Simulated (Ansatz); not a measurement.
BrCl, charge -1, doublet, at the geometry of the source list (a state made from the parent by changing its charge; the spin is typed, not shown lowest) (a gas-phase anion, which may not be bound at this level), atoms displaced at random by about 0.08 Å a coordinate; PBE0/STO-3G, gradient run with Ansatz (a quantum-chemistry and plane-wave program).

Input for Ansatz:
Ansatz 0.2 input:
```yaml
crystal:
  periodic: [false, false, false]
  atoms:
    - {symbol: Cl, position_ang: [1.17601097, -0.02170016, 0.01235862]}
    - {symbol: Br, position_ang: [-0.78914133, -0.05314641, -0.14369145]}
basis:
  gaussian:
    orbitals: STO-3G
hamiltonian:
  xc: pbe0
total_charge: -1
magnetization: {spin_polarized: true, initial_magnetization: 1}
output: {forces: true}
```

Output, abridged:

```
Functional definition: PBE0
272 factors; integrals over basis functions are off by at most 8.0e-6 eV
mean field evaluation 1: about -81650.4574 eV, gradient 2.1e0 eV
mean field evaluation 2: about -81650.5136 eV, gradient 8.6e-2 eV
mean field evaluation 4: about -81650.5237 eV, gradient 8.1e-2 eV
mean field evaluation 8: about -81650.5238 eV, gradient 4.6e-7 eV
mean field -81650.52380237 eV, -3000.6014050243 hartree, gradient 5.2e-7 eV, S^2 0.750000; 0 other end points of the search recorded, 0 dependent functions left out
the calculation of the forces begins
reference -81650.52380975 eV, -3000.6014052956 hartree; 27, 26 occupied and 0, 1 virtual orbitals, 272 factors
Total energy: -81650.52380975 eV, -3000.6014052956 hartree
Atom 0 at     1.176011    -0.021700     0.012359 Å, force    20.341251     0.325499     1.615271 eV/Å
Atom 1 at    -0.789141    -0.053146    -0.143691 Å, force   -20.341251    -0.325499    -1.615271 eV/Å
Dipole moment:    -0.399958    -0.006400    -0.031760 e Å
```
